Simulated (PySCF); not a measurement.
**Question.** Write Cartesian coordinates for `CNC(=O)/C=C\C#N` as optimised with GFN2-xTB.

**Answer.** 
```xyz
14
C5H6N2O angstrom
C     -2.098   -0.661   -0.353
N     -0.718   -0.426   -0.007
C     -0.332    0.644    0.717
O     -1.107    1.459    1.181
C      1.134    0.788    0.954
C      2.127    0.429    0.136
C      1.970   -0.237   -1.095
N      1.885   -0.790   -2.097
H     -2.418   -1.644   -0.002
H     -2.238   -0.606   -1.434
H     -2.695    0.110    0.131
H     -0.031   -1.053   -0.395
H      1.363    1.334    1.859
H      3.158    0.652    0.384
```

Orientation and origin are arbitrary. Atoms count from 1 in this order. The 3 C–N bonds span 1.148 Å (C7≡N8, drawn triple) to 1.442 Å (C1–N2, drawn single), a spread of 0.294 Å. N2 (amide nitrogen) is planar (angles 122.2°, 120.3° and 117.3°, sum 359.8°, 0.03 Å off the plane of its three neighbours). Of the pairs four or more bonds apart, C7···H12 is among the closest relative to their van der Waals radii: 2.27 Å, 78 % of the sum of Bondi's values. The C–C distances run from 1.336 Å (C5=C6, drawn double) to 1.492 Å (C3–C5, drawn single), a spread of 0.156 Å.

Bonds between heavy atoms (Å): C1–N2 1.442, N2–C3 1.349, C3=O4 1.216, C3–C5 1.492, C5=C6 1.336, C6–C7 1.408, C7≡N8 1.148.

The geometry is computed with GFN2-xTB (gas phase).

Point group: C1 (no symmetry element, even within 0.4 Å). Whether it is a minimum is left open (no frequencies). The numbers are those of one conformer (C1–N2–C3–O4 3°, N2–C3–C5–C6 33°).
